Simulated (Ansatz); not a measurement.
Gas-phase electronic energies from Ansatz, PBE0-D4/def2-TZVP geometries. CBS: MP2 limit from def2 TZ/QZ plus the TZ coupled-cluster correction, frozen cores. This one scheme is used for every species. Functionals use def2-TZVPP. Each species was taken in one conformer, which may not be the lowest.

Reaction (ligand exchange at a B–N bond): `O=C=NBCl` + CH₃NH₂ → `CNBCl` + `N=C=O`

```json
{"level": "LDA (SPW92)", "ΔE (eV)": "-0.52"}
{"level": "B2PLYP", "ΔE (eV)": "-0.40"}
{"level": "CAM-B3LYP", "ΔE (eV)": "-0.42"}
{"level": "MP2/def2-TZVPP", "ΔE (eV)": "-0.42"}
```

What does CCSD(T)/CBS give? (An estimate is asked.)

Ansatz gave: -0.44 eV. The listed levels differ from it by -0.08, 0.04, 0.02, 0.02 eV.

Largest T1 diagnostic among the species: 0.018.

In def2-TZVPP, CCSD(T) changes the Hartree–Fock value by −0.12 eV (the triples alone add −0.01 eV) and MP2 by −0.11 eV. Leaving LDA and LC-ωPBE aside and taking each functional with its dispersion term where it has one, the values, not all of them listed here, spread over 0.06 eV, from ωB97M-V to B97M-V. LDA lies −0.09 eV from PBE without D4.
